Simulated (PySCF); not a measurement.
# How methods differ on the ionisation energy of Mn+

Mn+ [Ar] 3d5 4s1 (7S) → Mn(2+) [Ar] 3d5 (6S), as a difference of total energies. All numbers are calculated (PySCF 2.14, the spin-free X2C one-electron Hamiltonian (Gaussian nucleus), in aug-cc-pwCVTZ-DK with one added diffuse shell each of s, p, d, f, g type (11s10p8d5f4g, 152 functions)). The calculations carry no spin-orbit coupling.

```
method  ionisation energy (eV)  error (eV)
   UHF                  14.853      -0.787
   M06                  15.613      -0.027
  TPSS                  16.022      +0.382
revPBE                  16.165      +0.525
```

Reference: 15.640 eV (measured; NIST Atomic Spectra Database, ionization energies).
